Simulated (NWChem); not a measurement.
CrHS2OF; SMILES [S]=[Cr]([F])(=[S])[OH]

```xyz
6

Cr    -0.3039     0.0475     0.0000
S      0.8449    -0.2119     1.6206
S      0.8449    -0.2119    -1.6206
F     -0.9812     1.6134     0.0000
O     -1.5550    -1.1448     0.0000
H     -1.4043    -2.1100     0.0000
```
Atoms are numbered in this order, from 1.

This is a stationary point of PBE-D3(BJ)/def2-SVP (NWChem), point group Cs. 

Q: Is it a minimum? If not, what does it relax to?

A: No. It has an imaginary frequency of 242i cm⁻¹. Following that mode (on a finer grid) lowers the energy by 2.8 kcal/mol and ends, with real frequencies alone, at point group C1:
```xyz
6

Cr    -0.2087    -0.0057     0.0650
S      0.9844     0.0193     1.6677
S      0.8986    -0.2678    -1.5792
F     -1.0649     1.4703    -0.0554
O     -1.3214    -1.3264     0.2429
H     -1.6049    -1.7138    -0.6129
```
